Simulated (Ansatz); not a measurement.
Input for Ansatz (a program for electronic structure): R-CCSD(T)/def2-TZVPP on H4SSn (SMILES [SH][SnH3]), a point of a torsion scan. Elements past Kr take the def2 small-core potentials; no spin–orbit coupling. The run froze 14 orbitals, filled d shells among them.

Ansatz 0.2 input:
```yaml
crystal:
  periodic: [false, false, false]
  atoms:
    - {symbol: S, position_ang: [1.64511066, 0.80954126, -0.31077464]}
    - {symbol: Sn, position_ang: [-0.58122586, -0.00455534, -0.01278756]}
    - {symbol: H, position_ang: [2.23622732, -0.29026904, 0.12879290]}
    - {symbol: H, position_ang: [-0.85550171, -0.38508267, 1.59522209]}
    - {symbol: H, position_ang: [-0.83491714, -1.37284813, -0.94508108]}
    - {symbol: H, position_ang: [-1.60461032, 1.21351877, -0.49493620]}
basis:
  gaussian:
    orbitals: def2-TZVPP
magnetization: {spin_polarized: false}
correlation: {method: ccsd_t, electrons: outside_noble_gas}
scf: {lower_state_search: off}
```

The log:

```
WARN ansatz: RAYON_NUM_THREADS=1 ignored (pool sized by the plan → 1); use --threads N
Functional definition: HF
these checks for a lower state are left out or cut short: stability, starts, cluster_reference, orbital_swaps, neighbouring_geometries, increment
integrals: 0.33 GiB planned
1006 factors; integrals over basis functions are off by at most 1.2e-3 eV
mean field: 0.40 GiB planned
mean field evaluation 1: about -16685.6579 eV, gradient 1.5e1 eV
mean field evaluation 2: about -16685.7681 eV, gradient 1.5e1 eV
mean field evaluation 4: about -16686.7335 eV, gradient 2.0e0 eV
mean field evaluation 8: about -16686.7526 eV, gradient 1.4e-1 eV
mean field -16686.75278231 eV, -613.2268540624 hartree, gradient 2.0e-6 eV, S^2 0.000000; 0 other end points of the search recorded, 0 dependent functions left out
14 core orbitals not correlated
reference -16686.75278231 eV, -613.2268540624 hartree; 7, 7 occupied and 127, 127 virtual orbitals, 1006 factors
second order -8.03704532 eV of doubles, -0.00000000 eV of singles
coupled cluster: 0.91 GiB planned
cycle   1  -8.81001022 eV  change   -7.7e-1 eV  update   6.9e-2
cycle   2  -9.11697227 eV  change   -3.1e-1 eV  update   2.2e-2
cycle   3  -9.13715408 eV  change   -2.0e-2 eV  update   6.2e-3
cycle   4  -9.13490941 eV  change    2.2e-3 eV  update   1.9e-3
cycle   5  -9.13438305 eV  change    5.3e-4 eV  update   5.9e-4
cycle   6  -9.13424422 eV  change    1.4e-4 eV  update   1.9e-4
cycle   7  -9.13425422 eV  change   -1.0e-5 eV  update   5.4e-5
cycle   8  -9.13426965 eV  change   -1.5e-5 eV  update   2.0e-5
cycle   9  -9.13426765 eV  change    2.0e-6 eV  update   6.4e-6
perturbative correction -0.33651598 eV, -0.0123667341 hartree
Total energy: -16696.22356593 eV, -613.5748989412 hartree
Checks for a lower state left out: stability, starts, cluster_reference, orbital_swaps, neighbouring_geometries, increment
```

Self-consistency was reached.

Cost: about 10 core-seconds (a rough figure).
